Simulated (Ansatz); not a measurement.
`[F][SnH2][AsH2]` at its PBE0-D4/def2-TZVP geometry, where that method's forces vanish. The species carries charge 0 and has multiplicity 1. Sn: def2 effective core potential.

```xyz
7

F    -0.5972   -1.7138    1.5799
Sn    0.0864   -0.0552    0.8667
As   -0.8445    0.0188   -1.5509
H    -0.5812    1.1487    1.8759
H     1.7767   -0.2111    1.0402
H     0.4321   -0.6110   -2.0917
H    -0.2723    1.4235   -1.7201
```

(1) What forces (eV/Å) does r2SCAN-D4/def2-TZVPP give on these atoms in Ansatz 0.2.0? (An estimate is asked.)

Answers

(1) Ansatz gave: 
```
F1  -0.023 -0.056  0.022
Sn2  0.042  0.082 -0.017
As3 -0.008  0.002 -0.053
H4  -0.008 -0.003  0.011
H5   0.013 -0.012  0.011
H6  -0.019  0.024  0.015
H7   0.003 -0.038  0.010
```
